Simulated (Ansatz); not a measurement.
# A geometry optimisation of ClGeHSi with PBE-D3(BJ)/def2-SVP

The starting geometry of this gas-phase singlet was optimised with GFN2-xTB.

```csv
atom,x (Å),y (Å),z (Å)
Cl,-3.0428,-1.6376,-2.7850
Ge,-1.1419,1.5848,-0.7515
Si,-2.1447,-0.0811,-1.8179
H,-0.1607,0.4118,-0.2325
```

Q: Where would you expect an optimisation with PBE-D3(BJ)/def2-SVP to take it?

A: A new bond forms, giving a structure with H4 bridging Si3 and Ge2, given below by its coordinates. Distances that change by over a tenth: Ge2–H4 (1.61 → 1.81 Å). Contacts that close: Si3–H4 (2.59 → 1.69 Å).

The energy falls by 0.54 eV over 10 steps:

```csv
step,E − E(last) (eV)
1,0.538
2,0.375
3,0.281
4,0.170
5,0.077
6,0.014
7,0.002
8,0.000
9,0.000
10,0.000
```

Final geometry (Å):

```yaml
atoms:
  - { symbol: Cl, position_ang: [-2.6620, -1.6491, -2.5005] }
  - { symbol: Ge, position_ang: [-1.0155, 1.7599, -0.6237] }
  - { symbol: Si, position_ang: [-2.0871, 0.1899, -1.7238] }
  - { symbol: H, position_ang: [-0.7255, -0.0229, -0.7389] }
```

Frequencies at the end are all real (lowest 102 cm⁻¹). Run with Ansatz 0.2.0, 13 s on 1 thread of Intel(R) Xeon(R) Platinum 8259CL CPU @ 2.50GHz (Skylake/Cascade Lake), on a shared host.
